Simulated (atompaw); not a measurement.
Logarithmic derivatives: Co (Z = 27), PAW (atompaw)

* Element: Co
* Generator: atompaw 4.2.0.5
* Type: PAW
* Functional: LDA (PW92)
* Relativity: scalar-relativistic
* Frozen core: [Ar]
* Valence charge: 9
* Reference configuration: 3d6 4s0 4p0 (charge +3)
* Partial waves: 4s (bound, empty): rc 1.80 bohr; 4s channel at -0.85 Ry: rc 1.80 bohr; 4p (bound, empty): rc 2.30 bohr; 4p channel at -0.4 Ry: rc 2.30 bohr; 3d (bound): rc 1.80 bohr; 3d channel at 0.1 Ry: rc 1.80 bohr
* Local potential: troulliermartins scheme with l = 3 at -0.5 Ry, radius 1.85 bohr
* Core correction: smooth core density matched at 1.20 bohr
* Augmentation charge: besselshape compensation charge, radius 2.15 bohr; PAW radius 2.30 bohr; waves and projectors: custom rrkj gramschmidtortho

The phase is arctan(r·u′/u) with u = r·R(r), unwrapped; energies in Ry, scanned from -5 to 5 Ry. A pole is an energy at which the radial function vanishes at the test radius. The pseudo phase is shifted by a multiple of π to meet the all-electron one at the reference energy, and phase errors are pseudo minus all-electron; the curves can meet again beyond the range given. Levels narrower than the energy grid can be missing from the lists of poles.

| channel | radius (bohr) | reference energy (Ry) | poles, all-electron | poles, pseudo | unbroken range about the reference energy with phases within 0.05 rad | phase error 1 Ry above the reference energy (rad) |
| --- | --- | --- | --- | --- | --- | --- |
| s | 2.31 | -2.39 | -0.27 | -4.62, -0.27 | above -4.6 | +0.000 |
| p | 2.31 | -1.82 | 0.88 | 0.87, 4.64 | below 3.0 | -0.000 |
| d | 2.31 | -3.34 | -3.23, 2.79 | -3.23, 2.74 | the whole range | -0.001 |

Note: ghost state, extra bound levels that the all-electron valence spectrum of the same l lacks: s at -62.9 eV. A true bound ghost makes a file unfit for plane-wave use.

Phases in the s channel:

| E (Ry) | all-electron | pseudo |
| --- | --- | --- |
| -5.00 | 1.245 | 4.380 |
| -4.52 | 1.191 | 1.210 |
| -4.04 | 1.104 | 1.107 |
| -3.56 | 0.940 | 0.942 |
| -3.08 | 0.554 | 0.554 |
| -2.60 | -0.338 | -0.338 |
| -2.12 | -1.040 | -1.040 |
| -1.64 | -1.316 | -1.316 |
| -1.16 | -1.446 | -1.446 |
| -0.68 | -1.524 | -1.524 |
| -0.20 | -1.578 | -1.578 |
| 0.28 | -1.621 | -1.621 |
| 0.76 | -1.660 | -1.660 |
| 1.24 | -1.698 | -1.698 |
| 1.72 | -1.740 | -1.739 |
| 2.20 | -1.790 | -1.788 |
| 2.68 | -1.857 | -1.855 |
| 3.16 | -1.960 | -1.955 |
| 3.64 | -2.146 | -2.135 |
| 4.12 | -2.552 | -2.526 |
| 4.60 | -3.360 | -3.326 |
